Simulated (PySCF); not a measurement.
propoxy(silyl)silane (C3H12OSi2), SMILES CCCO[SiH2][SiH3]. Geometry optimised at PBE0-D3(BJ)/def2-SVP. The values are those of a single conformer.

Computed equilibrium geometry at PBE0-D3(BJ)/def2-SVP (PySCF confirms it by a frequency run) as a Z-matrix (one conformer of several):
```
O
C 1 1.4099
H 2 1.1069 1 110.14
H 2 1.1092 3 107.04 1 119.81
C 2 1.5149 3 110.04 4 119.26
H 5 1.1031 2 108.12 3 60.05
H 5 1.1034 6 106.54 2 115.94
C 5 1.5193 6 110.06 7 120.05
H 8 1.0998 5 110.38 6 63.24
H 8 1.1001 9 108.12 5 122.23
H 8 1.1022 9 107.69 10 116.13
Si 1 1.6691 2 123.95 3 65.99
H 12 1.5005 1 110.88 2 -61.81
H 12 1.5008 13 107.05 1 -120.56
Si 12 2.3390 13 111.23 14 -121.90
H 15 1.4947 12 110.32 13 -60.01
H 15 1.4948 16 109.07 12 121.19
H 15 1.4966 16 108.74 17 118.46
```
